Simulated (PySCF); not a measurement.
## Bond energies at PBE0/def2-TZVPP beside a composite method

PySCF, lowest determinants of a PBE0 search. The composite is CCSD(T) extrapolated to the basis-set limit from two correlation-consistent sets, with core-valence (CV) and scalar-relativistic (SR) terms as its label shows; it has no spin–orbit coupling and nothing beyond (T).

```csv
species,state (unpaired electrons),De PBE0 (eV),De composite (eV),composite,dissociates to
HgBr,doublet (σ ↑),0.93,0.72,CCSD(T)/CBS(DT),Hg + Br
NaB,"triplet (σ ↑, π ↑)",0.95,0.78,CCSD(T)/CBS(DT)+CV+SR,Na + B
MgS,singlet (closed shell),2.10,2.19,CCSD(T)/CBS(DT)+CV+SR,Mg + S
BeI,doublet (σ ↑),2.87,2.61,CCSD(T)/CBS(TQ)+CV,Be + I
NaI,singlet (closed shell),3.23,3.34,CCSD(T)/CBS(DT)+CV,Na + I
GeI,doublet (π ↑),3.19,3.00,CCSD(T)/CBS(DT),Ge + I
RbH,singlet (closed shell),1.57,1.79,CCSD(T)/CBS(TQ),Rb + H
O2,triplet (π ↑↑),5.40,5.19,CCSD(T)/CBS(TQ)+CV+SR,O + O
```

Task: Does PBE0 bind more or less than the composite, by how much on average, and where is the difference largest?

Result: PBE0/def2-TZVPP binds more on average, method and basis taken together: the mean signed difference is +0.08 eV and the mean absolute one 0.18 eV; it is largest for BeI (+0.26 eV).

The molecules are drawn from runs that passed checks on state, spin purity and fit, so the hardest cases are missing and the errors look smaller than over all diatomics.

Correlated steps freeze the inner cores (2 to 14 orbitals); shallow outer-core shells are correlated. These are scalar-relativistic numbers at best; spin–orbit coupling would shift them, the dissociation energy most. Where the molecule has an RHF reference, its open-shell atoms are computed with UHF. The CCSD T1 diagnostic is raised in HgBr, MgS, a sign that a single reference may not be enough there. States were picked by a PBE0 search and need not be the measured ground states.
